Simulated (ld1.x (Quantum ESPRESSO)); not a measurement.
# Transferability test, TM potential for P (Z = 15)

* Element: phosphorus (P)
* Generator: ld1.x (Quantum ESPRESSO) 7.5
* Type: norm-conserving Troullier–Martins (Kleinman–Bylander form)
* Functional: LDA (PZ)
* Relativity: non-relativistic
* Frozen core: [Ne]
* Valence charge: 5
* Reference configuration: 3s2 3p3
* Partial waves: 3s (bound): rc 1.80 bohr; 3p (bound): rc 2.10 bohr
* Local potential: all-electron potential smoothed inside 1.86 bohr (lloc = -1)
* Core correction: none

Energies are relative to the spin-unpolarised reference configuration 3s2 3p3; without spin polarisation the order of configurations can differ from experiment. Spin-polarised rows fill each open shell by Hund’s rule, majority spin first.

```
   valence configuration  charge  ΔE all-electron (eV)  error AE − PS (meV)
                 3s2 3p2      +1                 9.833                 +5.6
                 3s2 3p1      +2                29.095                  +43
                 3s2 3p0      +3                59.000                 +165
                 3s1 3p4       0                 8.407                 +2.1
                 3s1 3p3      +1                18.809                  +12
                 3s0 3p5       0                16.954                 +9.2
3s2 3p3 (spin-polarised)       0                -1.510                 +120
```

(1) What are ΔE and the potential's error for 3s2 3p2 (spin-polarised)?

(2) What are ΔE and the potential's error for 3s2 3p2.5?

## Answers

(1) ΔE = 8.990 eV all-electron; the error (AE − PS) is +86 meV.

(2) ΔE = 3.827 eV all-electron; the error (AE − PS) is +1.0 meV.
